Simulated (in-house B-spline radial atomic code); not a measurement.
Pd³⁵⁺. Computed with a B-spline radial atomic code. Model: all-electron spherical atom, spin shells full or empty, radial basis limit, no spin-orbit coupling: exact exchange with a local potential (Slater, KLI or optimised effective potential, whose far tail is KLI's), no correlation.

Empty minority-spin level lies below the highest occupied level: each spin potential is zero at infinity, spin occupations fixed.

Exchange potential has not reached -1/r at the last radius.

The run also made RPA and GW results, which its time includes.

The Slater potential averages the orbital exchange potentials with the orbital densities as weights, KLI adds orbital constants, and the optimised effective potential minimises the exact-exchange energy among local potentials. So their energies lie above Hartree-Fock in the order OEP, KLI, Slater. All fall off as −1/r, unlike LDA and GGA exchange.

Command:
```bash
python run_gw.py task.json out
```
Settings (lengths in bohr, energies in hartree):
```
Z                      46
electrons              11
configuration          [Ne] 3s1
hamiltonian            nr
method                 oep
lmax                   9
spin_polarised         True
box_radius             2.72
intervals              63
ion_configuration      [He] 2s2 2p6
```

Cost of the run: 1.7 s on 1 thread of Intel(R) Xeon(R) 6975P-C (Granite Rapids), with other jobs on the host.

Given: hamiltonian non-relativistic; mean-field start exchange-only OEP.

Computed: energy above Hartree-Fock 2.7572 millihartree; virial ratio -E/T less 1 0.

| radius (bohr) | r times exchange potential up (hartree bohr) | r times exchange potential down (hartree bohr) |
| --- | --- | --- |
| 0.00109 | -0.041734 | -0.043856 |
| 0.0013 | -0.049738 | -0.05227 |
| 0.00155 | -0.059238 | -0.062258 |
| 0.00186 | -0.070974 | -0.074602 |
| 0.00222 | -0.084533 | -0.088866 |
| 0.00266 | -0.10097 | -0.10617 |
| 0.00318 | -0.12019 | -0.12642 |
| 0.0038 | -0.14277 | -0.15023 |
| 0.00455 | -0.16952 | -0.17849 |
| 0.00544 | -0.20038 | -0.21116 |
| 0.0065 | -0.23575 | -0.24871 |
| 0.00778 | -0.27628 | -0.29192 |
| 0.0093 | ? | ? |
| 0.0111 | -0.36939 | -0.39224 |
| 0.0133 | -0.4212 | -0.44902 |
| 0.0159 | -0.47231 | -0.50618 |
| 0.019 | -0.51946 | -0.56077 |
| 0.0227 | -0.55723 | -0.60774 |
| 0.0272 | -0.57827 | -0.64057 |
| 0.0325 | -0.57349 | -0.65067 |
| 0.0389 | -0.54348 | -0.63964 |
| 0.0465 | -0.52333 | -0.63946 |
| 0.0556 | -0.57724 | -0.70963 |
| 0.0665 | -0.70808 | -0.85824 |
| 0.0796 | -0.84888 | -1.0265 |
| 0.0951 | -0.95771 | -1.1727 |
| 0.114 | ? | ? |
| 0.136 | -1.0412 | -1.359 |
| 0.163 | -0.98427 | -1.3806 |
| 0.195 | -0.83415 | -1.3554 |
| 0.233 | -0.6877 | -1.3 |
| 0.278 | -0.80941 | -1.2339 |
| 0.333 | -0.9437 | -1.1683 |
| 0.398 | -0.98587 | -1.109 |
| 0.476 | -0.99739 | -1.0449 |
| 0.569 | -1.0005 | -0.98936 |
| 0.681 | -0.9999 | -0.94377 |

(1) What belongs in the row 0.0093?

(2) What belongs in the row 0.114?

```tsv
occupied	level (hartree)	Hartree-Fock level (hartree)
1s up	-938.25	-949.14
1s down	?	?
2s up	-195.75	-199.03
2s down	-198.09	-198.74
2p up	-187.92	-190.38
2p down	-190.26	-190.26
3s up	-80.492	-80.491
```

(3) What belongs in the row 1s down?

```
  empty  level (hartree)
3s down          -81.471
3p down            -78.9
  3p up                ?
3d down          -75.532
  3d up          -73.928
4s down          -44.169
  4s up                ?
4p down          -43.083
  4p up          -42.791
4d down          -41.741
  4d up          -41.388
4f down          -40.948
  4f up          -40.602
```

(4) What belongs in the row 3p up?

(5) What belongs in the row 4s up?

## Answers

(1) r times exchange potential up (hartree bohr): -0.32111; r times exchange potential down (hartree bohr): -0.34001.

(2) r times exchange potential up (hartree bohr): -1.0267; r times exchange potential down (hartree bohr): -1.2884.

(3) level (hartree): -940.53; Hartree-Fock level (hartree): -948.94.

(4) level (hartree): -77.763.

(5) level (hartree): -43.917.

The highest level, 3s up, differs from Hartree-Fock by -0.021 eV and the deepest, 1s down, by +229 eV: a local potential can match the highest level but can't give each shell its own exchange.
